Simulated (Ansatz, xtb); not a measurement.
# Two isomers of C3H3F3O2

Structure a is `CC(=O)OC(F)(F)F`, a singlet and structure b is `O=COCC(F)(F)F`, a singlet. Both are isolated molecules in the gas phase, relaxed with PBE-D3(BJ)/def2-SVP; the shapes shown needn't be the lowest conformers.

a (Å):

```csv
atom,x (Å),y (Å),z (Å)
C,-0.7562,0.6799,-2.1402
C,0.5668,-0.0141,-2.2977
C,2.4896,-0.5764,-0.9669
F,2.8921,-0.4083,0.2985
F,3.3807,0.0034,-1.7829
F,2.4469,-1.8890,-1.2345
O,1.0225,-0.5236,-3.2866
O,1.2410,0.0114,-1.0638
H,-1.3597,0.1700,-1.3631
H,-1.2910,0.6723,-3.1050
H,-0.5990,1.7212,-1.7957
```

b (Å):

```xyz
11

C     0.6038    1.8875   -1.4368
C     1.0828   -0.2357   -2.3766
C     1.0814   -1.3991   -1.3919
F     0.6243   -2.5097   -2.0139
F     2.3185   -1.6617   -0.9230
F     0.2831   -1.1452   -0.3341
O    -0.5677    1.8311   -1.7181
O     1.5462    0.9481   -1.7273
H     1.1126    2.7283   -0.9040
H     0.0536   -0.0923   -2.7613
H     1.7787   -0.4711   -3.2043
```

Q: Estimate E(b) − E(a) at the level CCSD(T)/def2-SVP + ΔMP2/def2-TZVPP.

A: Calculated at CCSD(T)/def2-SVP + ΔMP2/def2-TZVPP: E(b) − E(a) = +38.1 kJ/mol, so structure a lies lower.

The same difference at several levels:

| level | geometry | E(b) − E(a) (kJ/mol) | departure from the last row (kJ/mol) | job, with rough time for the two |
| --- | --- | --- | --- | --- |
| GFN2-xTB | GFN2-xTB | +68.9 | +30.8 | optimisation, 0.2 s |
| HF/STO-3G | GFN2-xTB | +71.6 | +33.5 | single point, 0.92 s |
| r2SCAN-D4/def2-SVP | GFN2-xTB | +49.9 | +11.8 | single point, 9.6 s |
| PBE-D3(BJ)/def2-SVP | PBE-D3(BJ)/def2-SVP | +43.8 | +5.7 | optimisation, 53 s |
| HF/def2-SVP | PBE-D3(BJ)/def2-SVP | +51.3 | +13.2 | part of the CCSD(T) run |
| MP2/def2-SVP | PBE-D3(BJ)/def2-SVP | +51.4 | +13.3 | part of the CCSD(T) run |
| CCSD(T)/def2-SVP | PBE-D3(BJ)/def2-SVP | +47.6 | +9.5 | single point |
| CCSD(T)/def2-SVP + ΔMP2/def2-TZVPP | PBE-D3(BJ)/def2-SVP | +38.1 |  | single point, 3.5 min |

As drawn, both hold the same kinds of bond in the same numbers. Structure a has 1 methyl group, b 0.

None of the levels shown reverses the order. The largest departure from CCSD(T)/def2-SVP + ΔMP2/def2-TZVPP is that of HF/STO-3G, 33.5 kJ/mol. The last row adds to CCSD(T) the change of the MP2 difference between the two basis sets, here −9.5 kJ/mol.

With thermal terms from frequencies at re-optimised GFN2-xTB minima (ideal gas, soft modes damped towards free rotors, one conformer each, 298.15 K, 1 atm): the zero-point term adds +1.0 kJ/mol; ΔH is +38.2 and ΔG +40.6 kJ/mol.

The correlated steps freeze 8 core orbitals. Run with Ansatz 0.2.0, xtb 6.7.1; the last row on 2 threads of Arm Neoverse N1 on a shared host.
